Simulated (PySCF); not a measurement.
GaHFBr, SMILES [Br][GaH][F].

Geometry: r2SCAN-D4/def2-TZVP.

The numbers are results of B3LYP/def2-TZVPD run with PySCF, not measurements.

The molecule is in vacuum.

```json
{
 "total_energy": "-4599.67529 hartree",
 "point_group": "Cs",
 "highest_occupied_level": "-8.54 eV",
 "lowest_empty_level": "-1.96 eV",
 "orbital_gap": "6.58 eV",
 "dipole_moment": "2.08 D",
 "quadrupole, principal values (traceless, Buckingham form, about the centre of nuclear charge)": "-8.83, 3.31, 5.51 D·Å",
 "mean_static_polarisability": "49.9 bohr³ (7.40 Å³)",
 "polarisability_principal_values": "39.5, 46.5, 63.6 bohr³"
}
```
